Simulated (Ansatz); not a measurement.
Cartesian coordinates (Å):
SMILES: [CH-]=C=O
```xyz
4

C     -0.6570    -0.0520    -0.4693
C      0.5753     0.0455    -0.5183
O      1.7945     0.1419    -0.5670
H     -1.7128    -0.1355    -0.4273
```
Charge -1, spin multiplicity 1.

The numbers are results of Ansatz (an electronic-structure program) with frozen-core CCSD(T)/aug-cc-pVTZ // PBE0-D3(BJ)/def2-TZVPD, not measurements.

| Item | Result |
|---|---|
| HF energy | -151.17906 Ha |
| MP2 correlation energy | -0.56553 Ha |

### Question
Estimate the CCSD correlation energy, the (T) correction, the total energy and the T1 diagnostic.

### Answer

```
Property                         Value
-----------------------  -------------
CCSD correlation energy    -0.56260 Ha
(T) correction             -0.03062 Ha
CCSD(T) total energy     -151.77228 Ha
T1 diagnostic                    0.017
```
